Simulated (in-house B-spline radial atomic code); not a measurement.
Ionising Tc³¹⁺ with different functionals

Computed with a B-spline radial code for spherical atoms: scalar-relativistic (spin-free X2C) Hamiltonian, Fermi nucleus of rms radius 4.41117 fm, spin-polarised at highest spin, spherical fractional occupations for the functionals. The ionisation energy is the difference of two self-consistent energies, [Ne] 3s2 → [Ne] 3s1, without Breit or QED terms; ε is the level of the shell that loses the electron (its least bound occupied spin orbital). There is no spin-orbit coupling in this Hamiltonian.

| method | rung | ΔSCF (eV) | -ε(3s) (eV) |
| --- | --- | --- | --- |
| HF fractional | Hartree-Fock | 1832.40 | 1832.60 |
| BLYP | GGA | 1837.15 | 1809.77 |
| RPBE | GGA | 1837.17 | 1808.94 |
| BP86 | GGA | 1837.11 | 1809.79 |
| revTPSS | meta-GGA | 1835.20 | 1809.40 |
| TPSS | meta-GGA | 1836.01 | 1809.53 |
| r2SCAN0 | global hybrid | 1833.06 | 1815.81 |

Problem. Among the functionals, which spreads more, the ΔSCF values or the orbital energies?

Solution. The orbital energies: ΔSCF values span about 4.11 eV and the orbital energies 6.87 eV.

Problem. How do they compare with the NIST value?

Solution. NIST lists 1838 eV ± 3 (semi-empirical, ground level to ground level). Errors run from -5.60 to -0.83 eV; all lie within about twice that uncertainty, so the table can't rank the methods.
